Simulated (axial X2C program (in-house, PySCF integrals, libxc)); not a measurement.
# What spin–orbit coupling does to AsTe⁻

Computed with an in-house all-electron X2C program for linear molecules (integrals from PySCF). Spin-free means the one-electron spin-free X2C Hamiltonian; two-component (2c) means X2C with spin–orbit coupling and atomic mean-field two-electron Coulomb and Gaunt terms, so the difference of the two also holds small scalar two-electron terms. Basis: Te dyall-acv3z [12s13p9d5f1g], As dyall-acv3z [10s10p7d5f1g] (cores contracted in-house); Gaussian nuclei, density fitting, unrestricted open shells. Masses: Te 129.906 u, As 74.922 u.

Spin-free state: M_S = 1, Λ = 0 (beyond evenly filled blocks: π+α, π-α); fragments Te- + As.

```tsv
level	Re (Å)	ωe (cm⁻¹)	De (eV)	μ (D)
PBE0	2.452	275.0	2.857	-0.70
r2SCAN	2.458	271.4	2.953	-0.83
```

Dipoles are positive if As is the positive end and refer to the centre of mass.

Two-component determinant lowest at the distance of the search:

Ω = 1 (⟨Sz⟩ = 1.00, ⟨Lz⟩ = 0.00 at PBE0); fragments Te- + As.

```json
{"level": "PBE0", "Re (Å)": "2.456", "ωe (cm⁻¹)": "271.9", "De (eV)": "2.703", "μ (D)": "-0.73"}
{"level": "r2SCAN", "Re (Å)": "2.462", "ωe (cm⁻¹)": "269.1", "De (eV)": "n/a", "μ (D)": "-0.85"}
```

Problem. From the two tables, how do the constants change at the PBE0 level (2c against spin-free)?

Solution. At the PBE0 level Re goes up by 0.004 Å and ωe falls by 3.1 cm⁻¹; De changes by -0.154 eV.

The state is a single determinant with fixed occupations, the lowest that a limited PBE0 search found. Dissociation energies refer to the lowest single-determinant-based atoms at the same level and basis. De is not given where an atomic determinant may have missed its ground term or J level, or where the truncated virtual space spoils (T). Density functionals use the spin component along the axis (collinear). Other states lie close and PBE0, whose exact exchange favours high spin, may order them wrongly; the determinant shown need not be the ground state. The nearest other spin-free determinant of the search, M_S = 0, Λ = 2, lies 0.58 eV up at the distance of the search. Without a current term, density functionals place determinants with orbital angular momentum somewhat too high. With several unpaired electrons one determinant need not be a pure state. Open-shell Ω = 0 determinants with evenly filled partner blocks cannot be reached by this program, so the Ω shown need not be the lowest component. This is the Ω = 1 component of a π² triplet; the 0⁺ component is not one determinant and can lie lowest. The highest occupied level of some functionals is positive through self-interaction error; at Hartree–Fock it is bound.
